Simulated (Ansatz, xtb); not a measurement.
Pulling on the C1–Ga2 bond in CH5Ga (SMILES [CH3][GaH2]) (multiplicity 1 held, fragments rigid). Energies count from the point at 1.979 Å.
Geometry at that point (charge 0, multiplicity 1):
```xyz
7

C     -1.5610    -0.1228     0.0012
Ga     0.4126     0.0298    -0.0014
H     -1.9885     0.4992    -0.7883
H     -1.9013    -1.1488    -0.1314
H     -1.9536     0.2545     0.9494
H      1.0844     1.4547     0.0519
H      1.3352    -1.2460    -0.0469
```

Restricted levels (R-, RO-) in cc, def2 and unpolarised 6-31G sets keep to the state of the molecule at rest. Curves can end on different states.

Programs: Ansatz (Gaussian basis) for Hartree–Fock, density functionals and correlated methods; xtb for the GFN methods.  The GFN methods have no spin term and hold the electronic entropy of 300 K.

Q: One of these levels gives 7.101 eV for the energy at R = 6.334 Å. Which one is it?
A) R-HF/cc-pVTZ
B) GFN2-xTB
C) R-B3LYP/cc-pVTZ

A: A, R-HF/cc-pVTZ. The others give 4.208 (GFN2-xTB), 5.034 (R-B3LYP/cc-pVTZ)

Doubts at one or more of the structures used: a restricted determinant that unrestricted orbitals would lower (R-HF/cc-pVTZ, R-B3LYP/cc-pVTZ).

Ansatz is a first-principles code.
